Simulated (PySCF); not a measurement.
A run that did not reach its result, on `C=C(C)C[Se-]` (driver script around PySCF, density fitting, GFN2-xTB geometry as the base; each input is a line of settings and coordinates in Å).

Command:
```bash
OMP_NUM_THREADS=1 python probes_run.py task.json out
```
Input:
```
{"job": {"kind": "uv", "xc": "HSE06", "basis": "cc-pCVDZ", "nstates": 25, "ntriplets": 0, "tda": true, "grid": 0, "scf": {"max_cycle": 72}}, "charge": -1, "multiplicity": 1}
C     -0.173238     1.529476     0.332000
C     -0.054986     0.255100    -0.015326
C     -1.207900    -0.698562     0.025442
C      1.238202    -0.330086    -0.441806
Se     1.981639    -1.538855     0.940427
H     -1.112058     1.945863     0.666698
H      0.668058     2.203381     0.316602
H     -0.920884    -1.559944     0.626502
H     -2.097555    -0.239291     0.454066
H     -1.438699    -1.055401    -0.980334
H      1.994650     0.435675    -0.615024
H      1.123970    -0.948042    -1.335273
```

Output:
```
KeyError: 'Element se (Z=34) not found in basis cc-pCVDZ version 0'
```

Problem. What went wrong, and what mends it?

Solution. The basis cc-pCVDZ in the Basis Set Exchange has no functions for selenium, so the input was refused before any integral. Choose a basis that covers all elements. The run gave no result.

Conformer computed: `[CH2:1]=[C:2]([CH3:3])[CH2:4][Se-:5]`: C1–C2–C4–Se5 108°.
